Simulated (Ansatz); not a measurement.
`B[Si](O)(F)OC` + `[AlH2][O][SiH3]` → `[BH2][AlH][O][SiH3]` + `CO[SiH](O)F`  (formal exchange of groups at a B–Si bond)

Calculated with Ansatz (gas phase, PBE0-D4/def2-TZVP geometries, no zero-point term in ΔE). CCSD(T)/CBS adds triple-zeta CCSD(T) − MP2 to the extrapolated MP2 energy (def2 sets, frozen cores). DFT in def2-TZVPP. B3LYP here is the variant with VWN-RPA as its local correlation; programs differ in this. One conformer a species, not always the lowest.

(1) Is it downhill or uphill in electronic energy at CCSD(T)/CBS, and by how much? (Best estimate.)

(2) What do these levels give: r2SCAN-D4, B3LYP-D4, ωB97M-V, B2PLYP, PBE0, B3LYP, HF/def2-TZVPP, SCS-MP2/def2-TZVPP, CCSD(T)/def2-TZVPP, SCS-MP2/def2-QZVPP, HF/CBS(def2), CCSD/CBS(def2)? (An estimate is asked.)

Largest T1 diagnostic among the species: 0.012.

Results:

(1) The calculation gave: Nearly level: ΔE = +1.3 kJ/mol.

(2) The calculation gave: r2SCAN-D4 3.7, B3LYP-D4 5.2, ωB97M-V 4.0, B2PLYP 2.0, PBE0 1.1, B3LYP 1.4, HF/def2-TZVPP -1.0, SCS-MP2/def2-TZVPP 1.8, CCSD(T)/def2-TZVPP 1.5, SCS-MP2/def2-QZVPP 1.5, HF/CBS(def2) -1.5, CCSD/CBS(def2) 0.5 kJ/mol.

The D4 term adds +3.8 kJ/mol with B3LYP and +2.0 kJ/mol with PBE0; it sums over pairs of atoms, weighted by their polarisabilities, and B3LYP, whose exchange is more repulsive, gets the larger term.
